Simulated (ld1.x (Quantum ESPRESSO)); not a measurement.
Reading a pseudo-wave (Li)

Columns: radius, all-electron u(r) and pseudo u(r) of the 1s shell (level -51.84 eV) of lithium in the configuration 1s2 2s0.5 2p0.5; LDA (PZ), non-relativistic, TM scheme, ld1.x (Quantum ESPRESSO) 7.5.

```json
{"r (bohr)": "0.210", "all-electron": "1.0391", "pseudo": "1.0298"}
{"r (bohr)": "0.420", "all-electron": "1.1603", "pseudo": "1.1835"}
{"r (bohr)": "0.630", "all-electron": "1.0000", "pseudo": "1.0000"}
{"r (bohr)": "0.840", "all-electron": "0.7822", "pseudo": "0.7822"}
{"r (bohr)": "1.050", "all-electron": "0.5823", "pseudo": "0.5823"}
{"r (bohr)": "1.260", "all-electron": "0.4211", "pseudo": "0.4211"}
{"r (bohr)": "1.470", "all-electron": "0.2988", "pseudo": "0.2988"}
{"r (bohr)": "1.680", "all-electron": "0.2095", "pseudo": "0.2095"}
{"r (bohr)": "1.890", "all-electron": "0.1457", "pseudo": "0.1457"}
{"r (bohr)": "2.100", "all-electron": "0.1007", "pseudo": "0.1007"}
{"r (bohr)": "2.310", "all-electron": "0.0692", "pseudo": "0.0692"}
{"r (bohr)": "2.520", "all-electron": "0.0475", "pseudo": "0.0475"}
{"r (bohr)": "2.730", "all-electron": "0.0324", "pseudo": "0.0324"}
{"r (bohr)": "2.940", "all-electron": "0.0221", "pseudo": "0.0221"}
{"r (bohr)": "3.150", "all-electron": "0.0150", "pseudo": "0.0150"}
{"r (bohr)": "3.360", "all-electron": "0.0102", "pseudo": "0.0102"}
{"r (bohr)": "3.570", "all-electron": "0.0069", "pseudo": "0.0069"}
{"r (bohr)": "3.780", "all-electron": "0.0047", "pseudo": "0.0047"}
{"r (bohr)": "3.990", "all-electron": "0.0032", "pseudo": "0.0032"}
{"r (bohr)": "4.200", "all-electron": "0.0021", "pseudo": "0.0021"}
{"r (bohr)": "4.410", "all-electron": "0.0014", "pseudo": "0.0014"}
{"r (bohr)": "4.620", "all-electron": "0.0010", "pseudo": "0.0010"}
{"r (bohr)": "4.830", "all-electron": "0.0006", "pseudo": "0.0006"}
{"r (bohr)": "5.040", "all-electron": "0.0004", "pseudo": "0.0004"}
{"r (bohr)": "5.250", "all-electron": "0.0003", "pseudo": "0.0003"}
{"r (bohr)": "5.460", "all-electron": "0.0002", "pseudo": "0.0002"}
```

(1) How many radial nodes do the two functions have?

(2) At about which radius was the pseudo-wave matched?

(3) Is the pseudo-wave norm-conserving?

Results:

(1) The all-electron 1s function has n − l − 1 = 0; the pseudo-wave has 0.

(2) 0.65 bohr, where the columns begin to agree (steps of 0.21 bohr).

(3) Yes: the TM scheme keeps the norm inside the radius equal to the all-electron one, which fixes the energy derivative of the logarithmic derivative at the level.
